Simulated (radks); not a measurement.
Polarisability of the cobalt ion Co3+, [Ar] 3d6, at imaginary frequency. Calculated with a radial shooting solver on a logarithmic mesh with Libxc functionals: scalar-relativistic Kohn-Sham, PBE, spin-unpolarised, spherical densities, finite nucleus; Fermi nuclear charge, rms radius 3.7875 fm. Response by self-consistent Sternheimer equations with the Hartree and adiabatic LDA kernel, the relativistic mass of each level held fixed and spin-orbit coupling left out.

w (hartree),alpha1(iw) (bohr^3)
0.00266,1.950
0.0143,1.950
0.0360,1.949
0.0697,1.943
0.118,1.930
0.186,1.902
0.280,1.847
0.413,1.749
0.605,1.593
0.892,1.373
1.35,1.097
2.12,0.7801
3.59,0.4550
6.94,0.1895
17.5,0.04342

Static values: alpha1 = 1.950 bohr^3 (0.2890 angstrom^3; uncoupled 2.413). C6 = 4.717, triple-dipole C9 = 6.215 atomic units. One-pole (London) frequency 4 C6 / (3 alpha1^2) = 1.653 hartree, against 1.660 for minus the highest occupied eigenvalue.
